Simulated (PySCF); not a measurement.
Electronic structure of Ar²⁺ (argon, charge +2) at the PBE0 level

Configuration: [Ne] 3s2 3p4, high-spin 3P determinant. Computed with PySCF 2.14 in def2-TZVP (5s5p2d1f, 37 functions), with no relativity, point nucleus.

| Property | Result |
| --- | --- |
| Total energy | -525.7791 hartree |
| One-electron energy | -709.7258 hartree |
| Hartree (Coulomb) energy | 213.8892 hartree |
| Exchange-correlation energy | -29.9425 hartree |
| Kinetic energy | 525.24392 hartree |
| ⟨S²⟩ | 2.0040 |
| ⟨L²⟩ | 2.016 |
| Sum of ⟨r⟩ | 11.80 bohr |
| Sum of ⟨r²⟩ | 15.66 bohr² |
| Traceless quadrupole moment −½Σ⟨3z² − r²⟩ along its main axis | -0.966 e·bohr² |
| Density at the nucleus (Gaussians lack the cusp) | 3710 bohr⁻³ |
| Spin density at the nucleus | 0.311 bohr⁻³ |
| Langevin diamagnetic susceptibility | -12.4 ×10⁻⁶ cm³/mol |
| Time after the integrals | 0.2 s of wall time on 1 thread of Neoverse-V1 (shared host) |

```
shell  electrons  mean orbital energy (eV)  spread (eV)  rms radius, mean of both spins (bohr)
 1s α          1                   -3167.8            0                                 0.0999
 1s β          1                   -3167.2            0                                 0.0999
 2s α          1                   -335.25            0                                  0.451
 2s β          1                   -334.74            0                                  0.451
 2p α          3                   -268.02        0.907                                  0.419
 2p β          3                   -267.20        0.123                                  0.419
 3s α          1                   -54.741            0                                   1.44
 3s β          1                   -50.672            0                                   1.44
 3p α          3                   -38.497        2.044                                   1.59
 3p β          1                   -36.012            0                                   1.59
```
